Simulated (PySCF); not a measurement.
C3H9B, charge +1, multiplicity 2. Atoms are numbered in the order given.

```xyz
13

B      0.1343     0.0152     0.0000
C      1.6527     0.0078     0.0000
H      2.0898     0.4741     0.8974
H      1.9803    -1.0513     0.0000
H      2.0898     0.4741    -0.8974
C     -0.8898    -0.0020     1.2542
H     -0.5956     0.9683     1.7026
H     -1.9761    -0.0825     1.1560
H     -0.4632    -0.8836     1.7752
C     -0.8898    -0.0020    -1.2542
H     -1.9761    -0.0825    -1.1560
H     -0.5956     0.9683    -1.7026
H     -0.4632    -0.8836    -1.7752
```
Charge +1, spin multiplicity 2.

The structure is a stationary point at PBE0-D3(BJ)/def2-SVP. The spin state was assumed, not searched. The isomer is the one that the SMILES or the coordinates give; other isomers of the formula were not compared.

Calculation: TDA-B3LYP/def2-SVPD (PySCF).

Vertical excitations. The molecule is in vacuum.

```tsv
state	energy (eV)	λ (nm)	f	main pairs
root 1	2.92	425	0.002	β HOMO→LUMO 98 %
root 2	3.69	336	0.031	β HOMO−1→LUMO 95 %
root 3	3.91	317	0.000	β HOMO−2→LUMO 98 %
root 4	4.43	280	0.007	β HOMO−4→LUMO 99 %
root 5	4.89	253	0.218	β HOMO−3→LUMO 87 %
root 6	4.94	251	0.004	β HOMO−5→LUMO 94 %
root 7	5.28	235	0.000	β HOMO−6→LUMO 95 %
root 8	5.56	223	0.000	α HOMO→LUMO 96 %
root 9	5.79	214	0.057	β HOMO−7→LUMO 92 %
root 10	6.75	184	0.000	α HOMO−1→LUMO 44 %, β HOMO→LUMO+1 54 %
```
Unrestricted roots are not spin-pure.
